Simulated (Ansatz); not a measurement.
Results of the Gaussian-basis code of Ansatz.

A structure relaxed at PBE0-D4/def2-TZVP, charge 0, multiplicity 1:

```json
{"atom": "O1", "x (Å)": "0.938", "y (Å)": "0.483", "z (Å)": "1.710"}
{"atom": "Si2", "x (Å)": "-0.509", "y (Å)": "0.232", "z (Å)": "0.960"}
{"atom": "Si3", "x (Å)": "-0.096", "y (Å)": "-0.576", "z (Å)": "-1.206"}
{"atom": "Cl4", "x (Å)": "1.481", "y (Å)": "0.593", "z (Å)": "-1.888"}
{"atom": "H5", "x (Å)": "1.620", "y (Å)": "0.915", "z (Å)": "1.191"}
{"atom": "H6", "x (Å)": "-1.259", "y (Å)": "-0.742", "z (Å)": "1.791"}
{"atom": "H7", "x (Å)": "-1.307", "y (Å)": "1.486", "z (Å)": "0.843"}
{"atom": "H8", "x (Å)": "0.360", "y (Å)": "-1.988", "z (Å)": "-1.251"}
{"atom": "H9", "x (Å)": "-1.228", "y (Å)": "-0.403", "z (Å)": "-2.152"}
```

Question: Give its formula and SMILES.

Answer: ClH5OSi2, `O[SiH2][SiH2]Cl`.

Question: Summarise the bond lengths by kind.

Answer: 1 × O–Si 1.649 Å; 1 × H–O 0.960 Å; 1 × Si–Si 2.349 Å; 4 × H–Si 1.483 to 1.490 Å; 1 × Cl–Si 2.078 Å.
